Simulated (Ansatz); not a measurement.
`C[SiH]1CS1` + HCl → `Cl[SiH]1CS1` + CH₄  (ligand exchange at the Si–C bond)

Computed with Ansatz on PBE0-D4/def2-TZVP structures; ΔE is electronic, products minus reactants. CCSD(T)/CBS adds triple-zeta CCSD(T) − MP2 to the extrapolated MP2 energy (def2 sets, frozen cores). This one scheme is used for every species. DFT in def2-TZVPP. HSE06 is defined as in plane-wave codes.

| level | ΔE (kJ/mol) | difference from CCSD(T)/CBS |
| --- | --- | --- |
| LDA (SPW92) | -89.1 | 5.7 |
| BLYP-D4 | -98.2 | -3.4 |
| r2SCAN-D4 | -99.1 | -4.3 |
| B97M-V | -100.9 | -6.1 |
| PBE0-D4 | -94.4 | 0.4 |
| r2SCANh-D4 | -98.7 | -3.9 |
| HSE06-D4 | -94.6 | 0.2 |
| PBE | -95.1 | -0.3 |
| revPBE | -96.6 | -1.8 |
| BLYP | -99.2 | -4.4 |
| HF/def2-TZVPP | -101.8 | -7.0 |
| MP2/def2-TZVPP | -96.4 | -1.6 |
| SCS-MP2/def2-TZVPP | -96.4 | -1.6 |
| HF/def2-QZVPP | -101.7 | -6.9 |
| SCS-MP2/def2-QZVPP | -98.0 | -3.2 |
| MP2/CBS(def2) | -99.3 | -4.5 |
| CCSD(T)/CBS | -94.8 | 0 |

Largest T1 diagnostic among the species: 0.011.

In def2-TZVPP, CCSD(T) changes the Hartree–Fock value by +9.9 kJ/mol (the triples alone add −0.2 kJ/mol) and MP2 by +5.4 kJ/mol. Leaving LDA and LC-ωPBE aside and taking each functional with its dispersion term where it has one, the values, not all of them listed here, spread over 6.6 kJ/mol, from B97M-V to revPBE-D4. LDA lies +6.1 kJ/mol from PBE without D4.
